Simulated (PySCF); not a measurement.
Assigning NMR signals

Bonds: C1-C2, C2-Si3, Si3-O4, O4-C5, Si3-O6, O6-C7, C7-C8, C7-C9, C9-N10. C1 carries H11; Si3 carries H12; C5 carries H13, H14, H15; C8 carries H16, H17; C9 carries H18; N10 carries H19.

How the numbers were obtained: GFN2-xTB structure, shieldings: GIAO PBE0/pcSseg-1, in PySCF 2.14.0 with density-fitted response routines (averaged over atoms made equivalent by symmetry, fast rotation or ring inversion, no relativistic terms, a single conformation, no solvent).

δ = σ(ref) − σ, references computed at the same level: ¹³C, ¹H against TMS.

Problem. Assign these signals to the numbered atoms. ¹³C{¹H} NMR (computed): δ 167.9 (CH), 159.7 (C), 105.4 (CH2), 101.5 (CH), 89.0 (C), 50.1 (CH3).

Solution. 
| δ (ppm) | atoms | environment | reason |
| --- | --- | --- | --- |
| 167.9 | C9 | carbon bonded to C, N, H | – |
| 159.7 | C7 | carbon bonded to 2 C, O | – |
| 105.4 | C8 | carbon bonded to C, 2 H | – |
| 101.5 | C1 | carbon bonded to C, H | – |
| 89.0 | C2 | carbon bonded to C, Si | – |
| 50.1 | C5 | carbon bonded to O, 3 H | – |

Problem. Assign these signals to the numbered atoms. ¹H NMR (600 MHz, computed): δ 11.11 (br s, 1H), 8.30 (s, 1H), 6.37 (br s, 1H), 5.09 (br s, 1H), 4.95 (d, 1H), 3.88 (s, 3H), 1.94 (d, 1H).

Solution. 
| δ (ppm) | atoms | environment | reason |
| --- | --- | --- | --- |
| 11.11 | H19 | hydrogen on a nitrogen bonded to C | – |
| 8.30 | H18 | hydrogen on a carbon bonded to C, N | – |
| 6.37 | H16 | hydrogen on a carbon bonded to C | – |
| 5.09 | H17 | hydrogen on a carbon bonded to C | – |
| 4.95 | H12 | hydrogen on a silicon bonded to C, 2 O | – |
| 3.88 | H13/H14/H15 | hydrogen on a carbon bonded to O | – |
| 1.94 | H11 | hydrogen on a carbon bonded to C | – |

The OH or NH signal is concentration- and solvent-dependent in practice; the value given is the gas-phase one. Shifts are as computed. Against solution values, carbons near 30 ppm lie about +3 ppm off and those near 130 ppm about +5 ppm. Of 1309 compounds with measured shifts, 239 miss one by over three times the rms of a fit or turn the order of signals round; such compounds aren't used in these exercises. No couplings were computed; multiplicities are counted from neighbouring protons, with m where these are inequivalent, close in shift, in a saturated or five-membered ring or joined by F or P, and br s for small geminal =CH2 splittings.
